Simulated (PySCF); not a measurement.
Predicted microwave data (PBE0/pcSseg-1 in PySCF (dipole) on a GFN2-xTB geometry, gas phase) for one isomer of C6H10F3OP:

* Rotational constants: A = 1807, B = 448.7, C = 403.4 MHz
* Dipole components: |μa| = 4.18 D, |μb| = 1.46 D, |μc| = 0.47 D
* Inertial defect: -153.15 u·Å²
* κ: -0.94

Question: Which structure is it? (One computed conformer of each.)
A. `[CH2:1]=[CH:2][CH2:3][P@H:4](=[O:5])[CH2:6][CH2:7][C:8]([F:9])([F:10])[F:11]` with C1–C2–C3–P4 113°, C2–C3–P4–O5 -64°, C3–P4–C6–C7 161°, P4–C6–C7–C8 74°
B. `[CH3:1][P@:2](=[O:3])([CH:4]1[CH2:5][CH2:6][CH2:7]1)[C:8]([F:9])([F:10])[F:11]` with C1–P2–C4–C5 78°, P2–C4–C5–C6 125°, C4–C5–C6–C7 -10°, C5–C6–C7–C4 10°, P2–C4–C7–C6 -125°
C. `[CH2:1]=[C:2]([CH3:3])[P@@:4](=[O:5])([CH2:6][CH3:7])[C:8]([F:9])([F:10])[F:11]` with C1–C2–P4–O5 4°, C2–P4–C6–C7 -177°
D. `[CH3:1][C:2](=[O:3])[P:4]([CH3:5])[CH2:6][CH2:7][C:8]([F:9])([F:10])[F:11]` with C1–C2–P4–C5 -75°, C2–P4–C6–C7 -76°, P4–C6–C7–C8 -172°

Answer: D. It is CC(=O)P(C)CCC(F)(F)F, a near-prolate asymmetric top, point group C1. The candidates at the same level (rigid rotor, commonest isotopes):

```json
{"SMILES": "C=C(C)[P@@](=O)(CC)C(F)(F)F", "A (MHz)": "1099", "B (MHz)": "906.7", "C (MHz)": "741.8", "μa (D)": "2.03", "μb (D)": "1.14", "μc (D)": "3.60", "Δ (u·Å²)": "-336.01", "point group": "C1", "rotor": "asymmetric top"}
{"SMILES": "C[P@](=O)(C1CCC1)C(F)(F)F", "A (MHz)": "1528", "B (MHz)": "724.2", "C (MHz)": "634.4", "μa (D)": "2.03", "μb (D)": "0.73", "μc (D)": "3.57", "Δ (u·Å²)": "-231.94", "point group": "C1", "rotor": "asymmetric top"}
{"SMILES": "C=CC[P@H](=O)CCC(F)(F)F", "A (MHz)": "2601", "B (MHz)": "425.6", "C (MHz)": "413.7", "μa (D)": "1.26", "μb (D)": "4.00", "μc (D)": "0.22", "Δ (u·Å²)": "-160.11", "point group": "C1", "rotor": "near-prolate asymmetric top"}
{"SMILES": "CC(=O)P(C)CCC(F)(F)F", "A (MHz)": "1807", "B (MHz)": "448.7", "C (MHz)": "403.4", "μa (D)": "4.18", "μb (D)": "1.46", "μc (D)": "0.47", "Δ (u·Å²)": "-153.15", "point group": "C1", "rotor": "near-prolate asymmetric top"}
```

`C[P@](=O)(C1CCC1)C(F)(F)F` has B 61 % too high; `C=CC[P@H](=O)CCC(F)(F)F` has A 44 % too high; `C=C(C)[P@@](=O)(CC)C(F)(F)F` has B 102 % too high. No structure here is proved a minimum.
